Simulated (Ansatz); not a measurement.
Ideal-gas functions of CH4FSSi, SMILES `C[SiH](F)[S]` radical at 298.15 K and 1 bar, from an Ansatz frequency run at PBE0-D4/def2-TZVP.

Molar mass 95.19 g/mol, point group C1 (symmetry number 1), electronic degeneracy 2, moments of inertia 81.121, 154.592, 212.411 u Å². Harmonic wavenumbers (cm⁻¹, unscaled): 141, 163, 235, 264, 496, 608, 691, 755, 828, 870, 911, 1270, 1440, 1445, 2224, 3056, 3143, 3155.

Use S(trans) = R[1.5 ln M + 2.5 ln T − 1.1517]; rotational temperatures θ = 24.2544 K / I; S(rot) = R[ln(√π/σ · √(T³/θAθBθC)) + 1.5]; for each mode x = 1.438777 ν̃/T, S = R[x/(eˣ − 1) − ln(1 − e⁻ˣ)] and H = RT x/(eˣ − 1); 1 cm⁻¹ = 0.0119627 kJ/mol; R = 8.31446 J/(mol·K).

Problem. By hand: the entropy, in J/(mol·K).

Solution. Translation 165.7. Rotation: θ = 0.299, 0.1569, 0.1142 K, giving 110.0. Vibration, mode by mode: 11.67, 10.52, 7.70, 6.84, 2.80, 1.82, 1.33, 1.03, 0.78, 0.66, 0.56, 0.13, 0.06, 0.06, 0.00, 0.00, 0.00, 0.00, in all 46.0. Electronic 5.8. Sum 327.5 J/(mol·K).

Problem. By hand: H − E and G − E in kJ/mol, counted from the electronic energy.

Solution. Zero-point energy ½ × 21695 × 0.0119627 = 129.8; thermal vibration 8.0; translation, rotation and pV give 4 RT = 9.9. H − E = 147.7 kJ/mol, and G − E = 147.7 − 298.15 × 327.5/1000 = 50.1 kJ/mol.

Vibration gives 14 % of the entropy, 11.7 J/(mol·K) of it from the mode under 150 cm⁻¹: soft modes count most, and the harmonic formula is weakest for them. The sum counts one conformer and one mirror image; others add a mixing term.
